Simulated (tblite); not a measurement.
Species: C₂H₇NOSSi.
Numbering: `[CH3:1][S:2][SiH2:3][NH:4][CH:5]=[O:6]` (hydrogens: H7, H8, H9 on C1; H10, H11 on Si3; H12 on N4; H13 on C5)

Computed with GFN2-xTB (tblite), gas phase: Langevin dynamics at 400 K from the optimised GFN2-xTB geometry, time step 0.5 fs, friction 0.01 fs⁻¹, 2000 steps.

Start geometry:
```
atom  x, y, z in Å
C1     -2.710    0.090    0.469
S2     -1.128    0.533    1.242
Si3     0.179   -0.139   -0.312
N4      1.741    0.258    0.362
C5      2.757   -0.074   -0.443
O6      2.557   -0.591   -1.515
H7     -2.739   -0.980    0.292
H8     -2.821    0.630   -0.466
H9     -3.495    0.375    1.160
H10     0.043   -1.580   -0.477
H11    -0.066    0.635   -1.522
H12     1.912    0.689    1.256
H13     3.765    0.155   -0.064
```

The statistics below take the 31 frames saved every 25 fs from 250 to 1000 fs; their kinetic temperature (all 3N coordinates) averages 431 K.

**Question.** How do the bond lengths spread?

**Answer.** 
```
   bond  start (Å)  mean (Å)  standard deviation (Å)  shortest (Å)  longest (Å)
  C1–S2      1.816     1.829                   0.037         1.754        1.902
 S2–Si3      2.139     2.156                   0.054         2.052        2.275
 Si3–N4      1.747     1.759                   0.041         1.676        1.840
  N4–C5      1.339     1.328                   0.027         1.280        1.387
  C5=O6      1.207     1.204                   0.021         1.154        1.269
  C1–H7      1.085     1.089                   0.024         1.043        1.139
  C1–H8      1.085     1.093                   0.034         1.039        1.160
  C1–H9      1.084     1.091                   0.030         1.039        1.161
Si3–H10      1.457     1.471                   0.043         1.397        1.585
Si3–H11      1.457     1.479                   0.078         1.357        1.603
 N4–H12      1.007     1.016                   0.035         0.952        1.087
 C5–H13      1.102     1.103                   0.029         1.041        1.150
```

**Question.** Give the same statistics for bond angles, one of each kind among heavy atoms.

**Answer.** 
```json
{"angle": "C1–S2–Si3", "start (°)": "98.4", "mean (°)": "99.8", "standard deviation (°)": "6.5", "smallest (°)": "87.8", "largest (°)": "111.0"}
{"angle": "S2–Si3–N4", "start (°)": "101.2", "mean (°)": "101.2", "standard deviation (°)": "4.6", "smallest (°)": "93.2", "largest (°)": "110.9"}
{"angle": "Si3–N4–C5", "start (°)": "112.9", "mean (°)": "114.2", "standard deviation (°)": "6.0", "smallest (°)": "99.4", "largest (°)": "125.1"}
{"angle": "N4–C5–O6", "start (°)": "121.0", "mean (°)": "122.5", "standard deviation (°)": "3.8", "smallest (°)": "112.9", "largest (°)": "129.8"}
```

**Question.** How far does each atom move about its mean position (frames aligned on the start, all atoms weighted alike), and what rms force does it feel?

**Answer.** 
```
atom  rms displacement (Å)  rms force (eV/Å)
  C1                  0.12              1.93
  S2                  0.30              1.14
 Si3                  0.19              2.05
  N4                  0.16              2.23
  C5                  0.18              2.35
  O6                  0.45              1.84
  H7                  1.07              0.96
  H8                  0.96              1.14
  H9                  1.04              1.10
 H10                  0.29              0.78
 H11                  0.32              1.47
 H12                  0.39              1.49
 H13                  0.25              0.99
```

The displacements run from 0.12 to 1.07 Å, the largest at H7.

**Question.** Follow the torsions C1–S2–Si3–N4, S2–Si3–N4–C5 and Si3–N4–C5–O6 through every second one of these frames.

**Answer.** 
```json
{"t (fs)": "250", "C1–S2–Si3–N4 (°)": "-165", "S2–Si3–N4–C5 (°)": "-162", "Si3–N4–C5–O6 (°)": "-5"}
{"t (fs)": "300", "C1–S2–Si3–N4 (°)": "-167", "S2–Si3–N4–C5 (°)": "-167", "Si3–N4–C5–O6 (°)": "3"}
{"t (fs)": "350", "C1–S2–Si3–N4 (°)": "-158", "S2–Si3–N4–C5 (°)": "-172", "Si3–N4–C5–O6 (°)": "-6"}
{"t (fs)": "400", "C1–S2–Si3–N4 (°)": "-156", "S2–Si3–N4–C5 (°)": "-174", "Si3–N4–C5–O6 (°)": "-16"}
{"t (fs)": "450", "C1–S2–Si3–N4 (°)": "-171", "S2–Si3–N4–C5 (°)": "164", "Si3–N4–C5–O6 (°)": "18"}
{"t (fs)": "500", "C1–S2–Si3–N4 (°)": "-167", "S2–Si3–N4–C5 (°)": "178", "Si3–N4–C5–O6 (°)": "-1"}
{"t (fs)": "550", "C1–S2–Si3–N4 (°)": "-172", "S2–Si3–N4–C5 (°)": "-167", "Si3–N4–C5–O6 (°)": "-25"}
{"t (fs)": "600", "C1–S2–Si3–N4 (°)": "169", "S2–Si3–N4–C5 (°)": "-176", "Si3–N4–C5–O6 (°)": "10"}
{"t (fs)": "650", "C1–S2–Si3–N4 (°)": "171", "S2–Si3–N4–C5 (°)": "-163", "Si3–N4–C5–O6 (°)": "-3"}
{"t (fs)": "700", "C1–S2–Si3–N4 (°)": "175", "S2–Si3–N4–C5 (°)": "-155", "Si3–N4–C5–O6 (°)": "-12"}
{"t (fs)": "750", "C1–S2–Si3–N4 (°)": "172", "S2–Si3–N4–C5 (°)": "-162", "Si3–N4–C5–O6 (°)": "11"}
{"t (fs)": "800", "C1–S2–Si3–N4 (°)": "176", "S2–Si3–N4–C5 (°)": "-157", "Si3–N4–C5–O6 (°)": "5"}
{"t (fs)": "850", "C1–S2–Si3–N4 (°)": "171", "S2–Si3–N4–C5 (°)": "-153", "Si3–N4–C5–O6 (°)": "-15"}
{"t (fs)": "900", "C1–S2–Si3–N4 (°)": "171", "S2–Si3–N4–C5 (°)": "-166", "Si3–N4–C5–O6 (°)": "5"}
{"t (fs)": "950", "C1–S2–Si3–N4 (°)": "-170", "S2–Si3–N4–C5 (°)": "-160", "Si3–N4–C5–O6 (°)": "-1"}
{"t (fs)": "1000", "C1–S2–Si3–N4 (°)": "-171", "S2–Si3–N4–C5 (°)": "-166", "Si3–N4–C5–O6 (°)": "7"}
```

Largest departure from the start value over all these frames: C1–S2–Si3–N4 24° (start 180°), S2–Si3–N4–C5 29° (start 180°), Si3–N4–C5–O6 25° (start 0°).

**Question.** How widely does the potential energy scatter, against a harmonic estimate?

**Answer.** Mean 0.59 eV above the start, standard deviation 0.105 eV, range 0.35 to 0.82 eV. For 33 classical harmonic modes at 400 K the canonical values are 33kT/2 = 0.57 eV and kT·√(33/2) = 0.140 eV.

The run is classical and short, so these are rough statistics of one trajectory.

What follows is the cost of the whole dynamics run. The run took 9.0 s of wall time on one thread of an Arm Neoverse V2, no GPU, shared host with 96 logical CPUs at a one-minute load of 14, and the process peaked at 0.18 GiB of memory.
